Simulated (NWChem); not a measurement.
System: C$_{2}$H$_{6}$AlBr; SMILES [CH3][Al]([CH3])[Br]

The following NWChem deck was run.

```
start job
memory heap 200 mb stack 900 mb global 1100 mb
geometry units angstroms noautosym nocenter noautoz
  Al     0.000000     0.000000     0.926438
  Br     0.000000     0.000000    -1.353808
  C      0.004287    -1.744294     1.794211
  H     -0.928957    -2.289078     1.570729
  H      0.098896    -1.673993     2.889361
  H      0.827603    -2.373358     1.417107
  C     -0.004287     1.744294     1.794211
  H     -0.098896     1.673993     2.889361
  H     -0.827603     2.373358     1.417107
  H      0.928957     2.289078     1.570729
end
basis spherical
  * library pcsseg-1
end
dft
  xc bhlyp
  iterations 150
end
property
  shielding 6 1 2 3 4 5 6
end
task dft property
```

Geometry: optimised at PBE0/def2-SVP.

GIAO values for the isolated, static molecule; σ is the absolute isotropic shielding, δ = σ(reference) − σ with the isolated reference molecule computed at the same levels (13C: tetramethylsilane, 1H: tetramethylsilane). Spin-orbit effects, on the heavy nuclei and on their neighbours, are missing.

Atoms are numbered as in the input.

Problem. What results follow from this input? (BHandHLYP/pcSseg-1, GIAO.) Quantities: σ Al1 (ppm); σ Br2 (ppm); δ C3 (ppm); δ H4 (rotor mean) (ppm).

Solution. 
```yaml
"σ Al1 (ppm)": 299.4
"σ Br2 (ppm)": 2613.3
"δ C3 (ppm)": -5.6
"δ H4 (rotor mean) (ppm)": -0.10
```
